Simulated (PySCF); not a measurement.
Levels of W⁴⁵⁺ from EOM-EA-GCCSD

Reference: closed-shell W⁴⁶⁺, [Ar] 3d10; one electron is added. Calculated with PySCF 2.14, two-component X2C-1e with screened spin-orbit coupling, an uncontracted even-tempered set (18 s from 3.9 bohr⁻², ratio 2.6; 15 p from 5 bohr⁻², ratio 2.6; 10 d from 5 bohr⁻², ratio 2.6; 5 f from 5.1 bohr⁻², ratio 2.8); frozen [Ar]; the 98 highest virtual spinors dropped; of the others 70 kept and the rest restored at second order. No Breit or QED terms. Binding energies in eV.

```csv
level,Koopmans,second order,EOM-CCSD
4s1/2,2411.1,2412.5,2412.5
4p1/2,2313.0,2314.5,2314.4
4p3/2,2208.2,2209.5,2209.4
```

Electric-dipole lines between these computed levels:

```json
{"lower": "4s1/2", "upper": "4p1/2", "ΔE (eV)": "98.082", "vacuum wavelength (nm)": "12.64"}
{"lower": "4s1/2", "upper": "4p3/2", "ΔE (eV)": "203.07", "vacuum wavelength (nm)": "6.105"}
```

For comparison, the ionisation energy of W⁴⁵⁺ is 2414.1 ± 0.4 eV (semi-empirical (NIST evaluation); NIST Atomic Spectra Database, ionization energies).
